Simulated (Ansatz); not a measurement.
Single points on RuO4⁺.

```yaml
crystal:
  periodic: [false, false, false]
  atoms:
    - {symbol: Ru, position_ang: [-0.000002, -0.000000, -0.000000]}
    - {symbol: O, position_ang: [0.010558, -0.017960, 1.694309]}
    - {symbol: O, position_ang: [1.593972, 0.010469, -0.574679]}
    - {symbol: O, position_ang: [-0.806061, 1.387165, -0.545125]}
    - {symbol: O, position_ang: [-0.798478, -1.379674, -0.574506]}
basis:
  gaussian: {orbitals: def2-TZVP, initial_orbitals: start.molden}
total_charge: 1
magnetization: {spin_polarized: true, initial_magnetization: 1}
hamiltonian: {xc: {name: r2SCANh}, dispersion: d4}
scf: {omitted_lower_state_checks: [starts]}
output: {orbitals: {seedname: orbitals}}
```

The file start.molden holds the orbitals of an earlier run on this structure, at another level or in another basis.

```sh
$ ansatz run in.yaml --threads 2 --pin off --events-out ev --progress --plain --max-ram 4352MiB
```

Output, abridged:

```
Functional definition: r2SCANh
958 factors; their error is unknown
mean field evaluation 1: about -10756.4222 eV, gradient 3.6e0 eV
mean field evaluation 2: about -10756.4565 eV, gradient 4.9e-2 eV
mean field evaluation 4: about -10756.4646 eV, gradient 2.1e-3 eV
mean field evaluation 8: about -10756.4646 eV, gradient 5.6e-5 eV
mean field -10756.46461947 eV, -395.2927837719 hartree, gradient 1.2e-5 eV, S^2 0.954670; 0 other end points of the search recorded, 0 dependent functions left out
reference -10756.46463258 eV, -395.2927842536 hartree; 24, 23 occupied and 140, 141 virtual orbitals, 958 factors
Total energy: -10756.49104698 eV, -395.2937549652 hartree
Checks for a lower state left out: starts
```

It took 13 s on 2 threads of Intel Xeon 6975P-C on a shared host, peak host memory 0.69 GiB.

As the first input, with `hamiltonian: {xc: {name: revPBE}, dispersion: d4}` (abridged; 11 s):

```
Functional definition: revPBE
mean field evaluation 16: about -10761.6202 eV, gradient 1.5e-1 eV
mean field evaluation 32: about -10761.6226 eV, gradient 6.5e-5 eV
mean field -10761.62255199 eV, -395.4823342960 hartree, gradient 2.7e-6 eV, S^2 0.792666; 1 other end points of the search recorded, 0 dependent functions left out
Total energy: -10761.95177739 eV, -395.4944331063 hartree
Checks for a lower state left out: starts
```

First input, but with `hamiltonian: {xc: hf}` (abridged; 7 s):

```
Functional definition: HF
mean field evaluation 16: about -10696.1077 eV, gradient 3.4e-1 eV
mean field evaluation 32: about -10696.1255 eV, gradient 7.7e-6 eV
mean field -10696.12550724 eV, -393.0753622970 hartree, gradient 7.7e-6 eV, S^2 2.799314
Total energy: -10696.12550724 eV, -393.0753622970 hartree
Checks for a lower state left out: starts
```

First input, but with `hamiltonian: {xc: {name: wB97M-V}}` (abridged; 29 s):

```
Functional definition: wB97M-V
mean field -10753.81570163 eV, -395.1954378369 hartree, gradient 2.0e-5 eV, S^2 1.040272
Total energy: -10753.81575042 eV, -395.1954396299 hartree
Checks for a lower state left out: starts
```

As the first input, with `hamiltonian: {xc: pbe0, dispersion: d4}` (abridged; 8 s):

```
Functional definition: PBE0
mean field -10750.37663425 eV, -395.0690544416 hartree, gradient 1.4e-5 eV, S^2 0.985136
Total energy: -10750.46995991 eV, -395.0724840966 hartree
Checks for a lower state left out: starts
```

First input, but with `hamiltonian: {xc: r2scan, dispersion: d4}` (abridged; 13 s):

```
Functional definition: r2SCAN
mean field evaluation 16: about -10758.7400 eV, gradient 6.2e-6 eV
mean field -10758.73998567 eV, -395.3764019375 hartree, gradient 5.5e-6 eV, S^2 0.860962
Total energy: -10758.76458705 eV, -395.3773060215 hartree
Checks for a lower state left out: starts
```

The first input with `hamiltonian: {xc: {name: B3LYP}, dispersion: d4}` (abridged; 10 s):

```
Functional definition: B3LYP
mean field -10760.44204860 eV, -395.4389515964 hartree, gradient 2.3e-6 eV, S^2 0.911477
Total energy: -10760.62606369 eV, -395.4457140264 hartree
Checks for a lower state left out: starts
```

Geometry: PBE-D4/def2-SVP, that of the neutral singlet.

In the def2 sets Ru takes a core potential; there is no spin–orbit coupling. B3LYP takes the VWN-RPA correlation. At r2SCANh-D4/def2-TZVP, HF/def2-TZVP, ωB97M-V/def2-TZVP, PBE0-D4/def2-TZVP and others the charge 1 doublet is spin-contaminated (final ⟨S²⟩ up to 2.80, 0.75 for a pure state).
